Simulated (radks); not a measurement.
Pr, configuration [Xe] 4f3 6s2 (the NIST ground configuration). Calculated with a radial shooting solver on a logarithmic mesh with Libxc functionals: scalar-relativistic Kohn-Sham, PBE, spin-unpolarised, spherical densities, finite nucleus; Fermi nuclear charge, rms radius 4.8919 fm.

Normalised radial functions P(r) = r R(r), r in bohr:

r	4p	4f
0.001168	0.0025	0.0000
0.001609	0.0044	0.0000
0.002216	0.0076	0.0000
0.003051	0.0132	0.0000
0.004202	0.0229	0.0000
0.005787	0.0393	0.0000
0.007969	0.0668	0.0000
0.01106	0.1126	0.0000
0.01523	0.1814	0.0001
0.02098	0.2789	0.0002
0.02889	0.3993	0.0008
0.03979	0.5132	0.0023
0.05479	0.5516	0.0068
0.07546	0.4121	0.0188
0.1039	0.0246	0.0481
0.1431	-0.5093	0.1119
0.1971	-0.8202	0.2322
0.2714	-0.4752	0.4208
0.3737	0.4829	0.6522
0.5147	1.3155	0.8509
0.7088	1.3298	0.9211
0.9761	0.7434	0.8350
1.344	0.2343	0.6533
1.866	0.0361	0.4432
2.57	0.0025	0.2673
3.539	0.0001	0.1475
4.873	0.0000	0.0765
6.711	0.0000	0.0344
9.242	0.0000	0.0127
12.73	0.0000	0.0034
17.53	0.0000	0.0006

4p: eigenvalue -215.24 eV, 2 radial nodes at r = 0.106, 0.322 bohr, <r> = 0.659 bohr, 90 % of the charge inside 0.959 bohr. 4f: eigenvalue -1.253 eV, 0 radial nodes, <r> = 1.21 bohr, 90 % of the charge inside 2.17 bohr.
